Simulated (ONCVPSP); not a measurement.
What one change does to a pseudopotential (phosphorus, ONCV)

P (Z = 15), optimised norm-conserving Vanderbilt (ONCV), made with ONCVPSP 4.0.1 (revPBE, scalar-relativistic). Core [Ne], reference 3s2 3p1.5 (charge +1.5). Waves: 3s: rc 1.65 bohr, ncon 5, nbas 9, qcut 3.4 1/bohr, 1 projector; 3p: rc 1.30 bohr, ncon 3, nbas 6, qcut 6 1/bohr, 3 projectors, debl 3.8 Ha; d scattering state at 0.05 Ha: rc 1.50 bohr, ncon 3, nbas 6, qcut 7.5 1/bohr, 2 projectors, debl 1.1 Ha. Local part: polynomial inside 0.90 bohr (lpopt 5, dvloc0 3 Ha). Core correction: polynomial model core, fcfact 0.75.

Change: core correction polynomial model core, fcfact 0.25.

Cutoffs: the cutoffs (Ha) at which the residual kinetic energy of the hardest occupied pseudo-wave falls to 1 and 0.1 mHa per electron; they do not see the model core or the augmentation charge, which bear on the density cutoff. Errors are all-electron minus pseudo energies relative to the spin-unpolarised reference configuration.

Question: What does the change do?

Answer: The potential gets neither clearly harder nor softer (45 Ha and 76 Ha → 45 Ha and 76 Ha); both files keep a bound ghost (p); the errors of the 4 common tests hardly move. A model core, the more so a compact one, raises the density cutoff, which this test does not measure.

| quantity | base | changed |
| --- | --- | --- |
| cutoff, loose | 45 Ha | 45 Ha |
| cutoff, tight | 76 Ha | 76 Ha |
| bound ghosts | p | p |
| GHOST(+) flags under 300 eV | s at 12.6 eV | s at 12.6 eV |
| error for 3s2 3p3, meV [ΔE -18.01 eV] | +11 | +12 |
| error for 3s2 3p2, meV [ΔE -8.31 eV] | +3.0 | +3.1 |
| error for 3s2 3p1, meV [ΔE 10.82 eV] | +2.3 | +2.6 |
| error for 3s2 3p2.5, meV [ΔE -14.25 eV] | +7.5 | +7.8 |
| s: phases at 1.68 bohr within 0.05 rad from the reference energy up to (Ha; the scan ends near 5) | -0.0 | -0.0 |
| p: phases at 1.32 bohr within 0.05 rad from the reference energy up to (Ha; the scan ends near 5) | to the end of the scan | to the end of the scan |
| d: phases at 1.53 bohr within 0.05 rad from the reference energy up to (Ha; the scan ends near 5) | to the end of the scan | to the end of the scan |
| rms error of d²Exc/dni dnj with the model core, mHa | 0.15 | 0.35 |

 A true bound ghost makes a file unfit for plane-wave use even where its test errors are small: the radial tests pick states by their node count and pass the ghost by.
